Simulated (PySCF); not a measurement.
## Radial density of Cl (chlorine, neutral)

M06-2X, [Ne] 3s1 3p6, 2S determinant (an excited configuration). Calculation: PySCF 2.14, in aug-cc-pwCVQZ; no relativity, point nucleus.

| r (bohr) | 4πr²ρ (e/bohr) | 4πr²(ρα − ρβ) |
| --- | --- | --- |
| 0.00140 | 0.07563 | 0.0003 |
| 0.00236 | 0.2072 | 0.0008 |
| 0.00397 | 0.5548 | 0.0021 |
| 0.00667 | 1.432 | 0.0055 |
| 0.0112 | 3.470 | 0.0133 |
| 0.0189 | 7.572 | 0.0285 |
| 0.0318 | 13.88 | 0.0495 |
| 0.0534 | 19.16 | 0.0570 |
| 0.0899 | 17.54 | 0.0259 |
| 0.151 | 13.41 | 0.0381 |
| 0.254 | 18.03 | 0.2035 |
| 0.428 | 15.87 | 0.0949 |
| 0.719 | 4.734 | 0.1638 |
| 1.21 | 4.316 | 0.9232 |
| 2.03 | 2.892 | 0.3231 |
| 3.42 | 0.4319 | -0.0177 |
| 5.76 | 0.01073 | -0.0023 |
| 9.68 | 1.052e-05 | 0.0000 |

**Question.** Where is the radial spin density 4πr²(ρα − ρβ) most negative, and why is it negative at all?

**Answer.** Around r = 3.42 bohr, down to -0.0177 e/bohr: exchange with the open shell polarises the paired shells in an unrestricted calculation.
